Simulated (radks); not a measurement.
Ionisation ladder of tantalum, from Ta66+ to Ta72+. Each ion is in the ground configuration listed by NIST, and IE = E(next ion) - E(this ion), with E = 0 for the bare nucleus. All-electron calculation, scalar-relativistic Kohn-Sham, PBEsol, spin-polarised, spherical densities, finite nucleus; open shells are filled with parallel spins first (spin-orbit coupling, left out, can overturn this in heavy ions); Fermi nuclear charge, rms radius 5.3507 fm. Program: a radial shooting solver on a logarithmic mesh with Libxc functionals.

| species | configuration | E (hartree) | IE, Delta-SCF (eV) | -e(HOMO) (eV) | HOMO | <r> HOMO (bohr) | IE, NIST (eV) | kind | error (eV) |
|---|---|---|---|---|---|---|---|---|---|
| Ta66+ | [He] 2s2 2p3 | -8977.1455 | 16603.5 | 16441.5 | 2p up | 0.0678 | 16150 | theory | +453.5 |
| Ta67+ | [He] 2s2 2p2 | -8366.9791 | 16936.8 | 16776.0 | 2p up | 0.0674 | 17840 | theory | -903.2 |
| Ta68+ | [He] 2s2 2p1 | -7744.5616 | 17263.7 | 17106.7 | 2p up | 0.0671 | 18250 | theory | -986.3 |
| Ta69+ | [He] 2s2 | -7110.1341 | 18794.7 | 18671.9 | 2s | 0.0756 | 18760 | theory | +34.7 |
| Ta70+ | [He] 2s1 | -6419.4402 | 19122.8 | 18997.8 | 2s up | 0.0753 | 19088.5 | theory | +34.3 |
| Ta71+ | [He] | -5716.6896 | 77082 | 76578 | 1s | 0.0186 | 76852.0 | theory | +230.3 |
| Ta72+ | 1s1 | -2883.9672 | 78477 | 77967 | 1s up | 0.0185 | 78394.6 | theory | +82.1 |

Reference values: NIST Atomic Spectra Database (exp. = measured, semi-emp. = semi-empirical, theory = theoretical value adopted there). The ionisation energy per charge of the ion left behind rises most, in proportion, at Ta71+ ([He]), from 269.34 to 1070.6 eV. Open shells are spherical and high-spin; term and fine-structure splittings are not resolved. Spin-orbit splitting is averaged out at the scalar-relativistic level.
